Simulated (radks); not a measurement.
The numbers below are computed, except where a source is named.
Task: The phosphorus ion P3+, [Ne] 3s2. Code: a radial shooting solver on a logarithmic mesh with Libxc functionals. Model: non-relativistic Kohn-Sham, exchange-only PBE, spin-polarised, spherical densities, point nucleus. Every spin shell is full or empty, so the densities are truly spherical. Functionals are evaluated on that one density, not self-consistently. Rank these orbital-free kinetic functionals by their error against the exact value of the orbitals, and give that value: Thomas-Fermi, von Weizsacker, TF + vW, TF + vW/9, LC94, APBEK, revAPBEK, Perdew 92, Thakkar, Pearson, LKT, PG1, DePristo-Kress, Ernzerhof.

Result: Exact: 338.451 hartree. From best to worst, with 100 (|E| - |E exact|)/|E exact| (equal figures are ties): Thakkar 0.00, DePristo-Kress +0.06, Ernzerhof +0.18, LC94 +0.18, APBEK +0.31, Perdew 92 -0.48, TF + vW/9 -0.49, revAPBEK +0.69, Pearson -1.65, Thomas-Fermi -7.44, PG1 +25.83, LKT +31.79, von Weizsacker -37.47, TF + vW +55.09.
